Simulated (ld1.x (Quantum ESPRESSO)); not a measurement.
## N, RRKJ: configuration errors across variants

```
Element                 : nitrogen
Generator               : ld1.x (Quantum ESPRESSO) 7.5
Type                    : norm-conserving RRKJ (Kleinman–Bylander form)
Functional              : Wu–Cohen
Relativity              : scalar-relativistic
Frozen core             : [He]
Valence charge          : 5
Reference configuration : 2s2 2p2.75 (charge +0.25)
Partial waves           : 2s (bound): rc 0.75 bohr; 2p (bound): rc 1.60 bohr; 3d channel at -0.15 Ry: rc 1.60 bohr
Local potential         : all-electron potential smoothed inside 1.10 bohr (lloc = -1)
Core correction         : a·sin(br)/r model core inside 0.60 bohr
rho0                    : 0.001
```

All-electron excitation energies from the reference (eV): (1) 2s2 2p3 -2.141; (2) 2s2 2p2 11.420; (3) 2s2 2p1 40.238; (4) 2s2 2p3.3 -3.749; (5) 2s2 2p2.5 2.936; (6) 2s1 2p0 164.871; (7) 2s2 2p0 87.231.

3 further variants failed, have other tests or too few solved ones, and are left out.

Errors AE − PS in meV (a dash: test not solved or not reliable):

```csv
change,(1),(2),(3),(4),(5),(6),(7),bound ghosts
base,+0.5,+13,+171,+1.3,+0.7,+1372,+795,none
wave 2s (bound): rc 0.75 bohr becomes 2s (bound): rc 0.72 bohr,+0.5,+13,+172,+1.3,+0.7,+1375,+800,none
wave 2s (bound): rc 0.75 bohr becomes 2s (bound): rc 0.78 bohr,+0.5,+13,+169,+1.2,+0.7,+1366,+787,none
wave 2s (bound): rc 0.75 bohr becomes 2s (bound): rc 0.92 bohr,+0.4,+12,+163,+1.1,+0.7,+1349,+759,none
wave 2s (bound): rc 0.75 bohr becomes 2s (bound): rc 0.98 bohr,+0.4,+12,+161,+1.1,+0.7,+1346,+752,none
wave 2s (bound): rc 0.75 bohr becomes 2s (bound): rc 1.08 bohr,+0.4,+12,+157,+1.0,+0.6,+1341,+737,none
wave 2s (bound): rc 0.75 bohr becomes 2s (bound): rc 1.14 bohr,+0.4,+11,+155,+1.0,+0.6,+1339,+728,none
```

Give the same row for: wave 2s (bound): rc 0.75 bohr becomes 2s (bound): rc 0.84 bohr.

+0.5, +13, +166, +1.2, +0.7, +1358, +774; bound ghosts: none.
